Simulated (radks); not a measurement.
Spherical quantum dot in the effective-mass picture: electrons in a parabolic well V = omega^2 r^2 / 2 with omega = 0.121, with a point charge +1 (a donor) at the centre, all in effective atomic units (hartree* = m*/eps^2 hartree, bohr* = eps/m* bohr), one dielectric constant everywhere. Method: non-relativistic Kohn-Sham, exchange-only LDA, spin-polarised, spherical densities; computed with a radial shooting solver with Libxc functionals. Levels are named by radial order and angular momentum (1s, 1p, 1d, 2s, ...), and open shells are averaged over m.

N = 23, configuration 1s2 1p6 1d10 2s2 1f(up 3, down 0). This is the lowest configuration that the search found. Occupied and some empty levels:

level,occupation,eigenvalue (hartree*),<r> (bohr*)
1s down,1,2.7158,2.989
1s up,1,2.7183,3.209
2s up,1,2.7745,7.741
1p up,3,2.7768,8.473
2s down,1,2.7852,7.648
1p down,3,2.7870,8.089
1d up,5,2.8085,9.172
1d down,5,2.8219,8.959
1f up,3,2.8475,9.702
1f down,0,2.8628,9.590
2p up,0,2.8813,7.715
2p down,0,2.8863,7.824
1g up,0,2.8929,10.15
1g down,0,2.9094,10.10
2d up,0,2.9363,8.671
2d down,0,2.9426,8.659

Energy (hartree*): total 36.7729, kinetic 1.9903, external 8.9171, Hartree 28.477, exchange-correlation -2.6113.
